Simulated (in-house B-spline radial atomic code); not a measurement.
# Ionising Ge⁶⁺ with different functionals

Computed with an all-electron radial atomic-structure program (B-spline basis): non-relativistic Hamiltonian, point nucleus, spin-polarised at highest spin, spherical fractional occupations for the functionals, the average over the highest-spin determinants for Hartree-Fock. The ionisation energy is the difference of two self-consistent energies, [Ar] 3d8 → [Ar] 3d7, without Breit or QED terms; ε is the level of the shell that loses the electron (its least bound occupied spin orbital). There is no spin-orbit coupling in this Hamiltonian.

Hybrids are left out here: with spherical fractional occupations of an open shell their exact exchange keeps a self-interaction that integer-occupation calculations don't have.

| method | rung | ΔSCF (eV) | -ε(3d) (eV) |
| --- | --- | --- | --- |
| Hartree-Fock | Hartree-Fock | 144.17 | 147.52 |
| LDA VWN5 | LDA | 146.99 | 132.33 |
| LDA PW92 | LDA | 146.98 | 132.32 |
| LDA exchange-only | LDA | 144.60 | 130.03 |
| PBE | GGA | 146.58 | 131.94 |
| PBEsol | GGA | 146.54 | 131.90 |
| BLYP | GGA | 146.48 | 131.85 |
| RPBE | GGA | 146.48 | 131.84 |
| PW91 | GGA | 146.77 | 132.12 |
| BP86 | GGA | 146.70 | 132.04 |
| AM05 | GGA | 146.60 | 131.95 |
| OLYP | GGA | 147.04 | 132.42 |
| TPSS | meta-GGA | 146.39 | 131.78 |
| SCAN | meta-GGA | 146.39 | 131.97 |
| r2SCAN | meta-GGA | 146.47 | 132.03 |
| M06-L | meta-GGA | 146.35 | 131.91 |
| revTPSS | meta-GGA | 146.20 | 131.61 |

(1) How do they compare with the NIST value?

Answers

(1) NIST lists 145 eV ± 1.5 (tabulated theory, ground level to ground level). Errors run from -0.73 to +2.14 eV; all lie within about twice that uncertainty, so the table can't rank the methods. Hartree-Fock also lacks correlation.
